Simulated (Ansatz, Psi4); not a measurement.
Ansatz (a quantum-chemistry and plane-wave program) was given this input:
Ansatz 0.2 input:
```yaml
crystal:
  periodic: [false, false, false]
  atoms:
    - {symbol: C, position_ang: [-0.00000000, -0.00000000, 0.00000000]}
    - {symbol: H, position_ang: [-0.70640000, -0.28200000, -0.76870000]}
    - {symbol: H, position_ang: [0.11510000, 1.07520000, 0.00700000]}
    - {symbol: H, position_ang: [-0.36470000, -0.32970000, 0.96310000]}
    - {symbol: H, position_ang: [0.95600000, -0.46350000, -0.20140000]}
basis:
  gaussian:
    orbitals: cc-pVDZ
hamiltonian:
  xc: blyp
total_charge: -1
magnetization: {spin_polarized: true, initial_magnetization: 1}
accuracy: high
```

Problem. Write the same job for Psi4.

Solution. This is not unique; one that fits is 
```
memory 2 GB

molecule mol {
-1 2
C    -0.000000   -0.000000    0.000000
H    -0.706400   -0.282000   -0.768700
H     0.115100    1.075200    0.007000
H    -0.364700   -0.329700    0.963100
H     0.956000   -0.463500   -0.201400
}

set {
  basis cc-pvdz
  reference uks
  scf_type pk
  puream true
  d_convergence 1e-8
  dft_radial_points 99
  dft_spherical_points 590
}

energy('blyp')
print_variables()
```

Both were run: Ansatz gave -40.321990 Eh and Psi4 -40.321989 Eh, 0.000 mEh apart.
